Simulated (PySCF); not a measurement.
## Computed spin Hamiltonian

C₆H₆F₃O (doublet state).
Z-matrix (Å and degrees, GFN2-xTB geometry), rows numbered from 1:
```
F 
C   1  1.3412
F   2  1.3408  1  106.55
F   2  1.3421  1  106.24  3   113.05
C   2  1.5140  1  111.62  3  -123.29
C   5  1.5339  2  112.54  1   174.75
C   6  1.5586  5  113.95  2    75.20
C   7  1.4813  6   99.55  5   118.56
C   8  1.3113  7  113.15  6    -0.89
O   9  1.3841  8  111.96  7     2.39
H   5  1.0918  2  108.54  1   -62.40
H   5  1.0926  2  107.74  1    55.09
H   6  1.0963  5  109.17  2   -49.50
H   7  1.0907  6  112.32  5    -0.30
H   7  1.0899  6  111.98  5  -122.45
H   9  1.0708  8  132.49  7  -179.50
```

The hyperfine couplings belong to this conformer and change with its torsions.

The species is `FC(F)(F)C[C@H]1C[C]=CO1` [radical].

Level of theory: UKS B3LYP, pcH-1 on C F H O, non-relativistic, mean-field spin-orbit, GIAO (PySCF 2.14.0). Geometry: GFN2-xTB, one conformer, isolated molecule. Couplings are sensitive to structure, and on GFN2-xTB geometries they can be far from those on DFT ones. The SCF solution wasn't tested for stability.

```
g1, g2, g3        : 2.00068, 2.00222, 2.00225
g_iso             : 2.00172
Form of g         : close to axial: the two nearest values differ by 2 % of g3 − g1
⟨S²⟩              : 0.7607 (exact 0.7500)
α and β electrons : 39, 38
```

Isotropic coupling and dipolar principal values T1 to T3, in 10⁻⁴ cm⁻¹ (1 × 10⁻⁴ cm⁻¹ = 2.998 MHz):

```json
{"atom": "F1", "isotope": "19F", "a_iso": "-0.1", "T1": "-0.1", "T2": "0.0", "T3": "0.2", "Mulliken spin population": "0.00"}
{"atom": "C2", "isotope": "13C", "a_iso": "0.1", "T1": "-0.1", "T2": "-0.1", "T3": "0.2", "Mulliken spin population": "0.00"}
{"atom": "F3", "isotope": "19F", "a_iso": "0.1", "T1": "-0.3", "T2": "-0.2", "T3": "0.5", "Mulliken spin population": "0.00"}
{"atom": "F4", "isotope": "19F", "a_iso": "-0.1", "T1": "-0.3", "T2": "-0.1", "T3": "0.4", "Mulliken spin population": "0.00"}
{"atom": "C5", "isotope": "13C", "a_iso": "-0.6", "T1": "-0.2", "T2": "-0.2", "T3": "0.4", "Mulliken spin population": "0.00"}
{"atom": "C6", "isotope": "13C", "a_iso": "14.7", "T1": "-2.0", "T2": "-1.6", "T3": "3.7", "Mulliken spin population": "0.05"}
{"atom": "C7", "isotope": "13C", "a_iso": "11.2", "T1": "-2.0", "T2": "-2.0", "T3": "4.0", "Mulliken spin population": "-0.02"}
{"atom": "C8", "isotope": "13C", "a_iso": "160.8", "T1": "-25.9", "T2": "-18.0", "T3": "43.9", "Mulliken spin population": "1.02"}
{"atom": "C9", "isotope": "13C", "a_iso": "24.9", "T1": "-7.0", "T2": "0.4", "T3": "6.6", "Mulliken spin population": "-0.11"}
{"atom": "O10", "isotope": "17O", "a_iso": "-4.7", "T1": "-8.0", "T2": "2.4", "T3": "5.6", "Mulliken spin population": "0.03"}
{"atom": "H11", "isotope": "1H", "a_iso": "0.5", "T1": "-0.6", "T2": "-0.4", "T3": "1.1", "Mulliken spin population": "0.00"}
{"atom": "H12", "isotope": "1H", "a_iso": "3.0", "T1": "-0.5", "T2": "-0.2", "T3": "0.7", "Mulliken spin population": "0.00"}
{"atom": "H13", "isotope": "1H", "a_iso": "0.3", "T1": "-1.2", "T2": "-0.5", "T3": "1.7", "Mulliken spin population": "0.00"}
{"atom": "H14", "isotope": "1H", "a_iso": "4.5", "T1": "-2.3", "T2": "-1.7", "T3": "4.1", "Mulliken spin population": "0.00"}
{"atom": "H15", "isotope": "1H", "a_iso": "3.2", "T1": "-2.3", "T2": "-1.7", "T3": "4.0", "Mulliken spin population": "0.00"}
{"atom": "H16", "isotope": "1H", "a_iso": "5.4", "T1": "-2.0", "T2": "-1.3", "T3": "3.3", "Mulliken spin population": "0.01"}
```

The Mulliken spin populations are largest on C8 (+1.02) and C9 (-0.11). C8 is the only atom above +0.15.

Axes: g1 points within 5° of the C9–H16 bond.

Under fast tumbling the dipolar parts average out, and these isotropic splittings remain: 1 × 1H (H16, I = 1/2, 2 lines) with 0.57 mT, 1 × 1H (H14, I = 1/2, 2 lines) with 0.49 mT, 1 × 1H (H15, I = 1/2, 2 lines) with 0.34 mT, 1 × 1H (H12, I = 1/2, 2 lines) with 0.32 mT, 1 × 1H (H11, I = 1/2, 2 lines) with 0.06 mT and 1 × 1H (H13, I = 1/2, 2 lines) with 0.03 mT.

The 17O coupling of O10 (-13.9 MHz) shows only in satellite lines or after enrichment, since that isotope makes up about 0.038 % of natural oxygen.

The 13C coupling of C8 (482.0 MHz) shows only in satellite lines or after enrichment, since that isotope makes up about 1.07 % of natural carbon.

Examples of negative spin density at the nucleus (bohr⁻³): C5 (-0.0016).
